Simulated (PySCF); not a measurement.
C₉H₁₂O, SMILES CC(C)c1cccc(O)c1, GFN2-xTB optimised geometry.

```
22

C     -1.44    -2.29     1.25
C     -1.76    -1.46     0.00
C     -1.48    -2.26    -1.27
C     -0.99    -0.16     0.00
C     -1.66     1.06     0.00
C     -0.96     2.25     0.00
C      0.42     2.24     0.00
C      1.10     1.03     0.00
O      2.47     0.97     0.00
C      0.39    -0.16     0.00
H     -2.05    -3.19     1.27
H     -1.64    -1.71     2.15
H     -0.39    -2.58     1.25
H     -2.83    -1.22     0.02
H     -2.08    -3.17    -1.29
H     -1.72    -1.67    -2.15
H     -0.43    -2.54    -1.32
H     -2.74     1.07     0.00
H     -1.49     3.19     0.00
H      0.98     3.17     0.00
H      2.83     1.86     0.00
H      0.96    -1.08     0.00
```

Density from PySCF with B3LYP/def2-SVP at that geometry.

Minimum of the electron density along straight lines between bonded atoms, close to the bond critical point (lines longer than 1.1 times the sum of covalent radii, or with two minima, are not listed):

```
bond     length / Å  ρ at the minimum / e bohr⁻³  ∇²ρ there / e bohr⁻⁵  position (fraction from the first atom)
-------  ----------  ---------------------------  --------------------  ---------------------------------------
C1–C2         1.530                        0.243                 -0.56                                     0.50
C2–C3         1.530                        0.243                 -0.55                                     0.50
C2–C4         1.509                        0.256                 -0.60                                     0.49
C4–C5         1.390                        0.311                 -0.79                                     0.50
C5–C6         1.383                        0.315                 -0.82                                     0.50
C6–C7         1.383                        0.313                 -0.80                                     0.50
C7–C8         1.389                        0.314                 -0.82                                     0.48
C8–O9         1.363                        0.285                 -0.34                                     0.34
C4–C10        1.386                        0.312                 -0.79                                     0.50
C8–C10        1.389                        0.315                 -0.83                                     0.52
C1–H11        1.088                        0.277                 -1.01                                     0.62
C1–H12        1.088                        0.278                 -1.02                                     0.62
C1–H13        1.087                        0.278                 -1.02                                     0.62
C2–H14        1.096                        0.277                 -0.99                                     0.62
C3–H15        1.088                        0.277                 -1.01                                     0.62
C3–H16        1.088                        0.278                 -1.02                                     0.62
C3–H17        1.087                        0.278                 -1.02                                     0.62
C6–H19        1.080                        0.284                 -1.08                                     0.63
C7–H20        1.082                        0.279                 -1.03                                     0.62
O9–H21        0.965                        0.356                 -2.25                                     0.81
C10–H22       1.078                        0.284                 -1.07                                     0.63
```
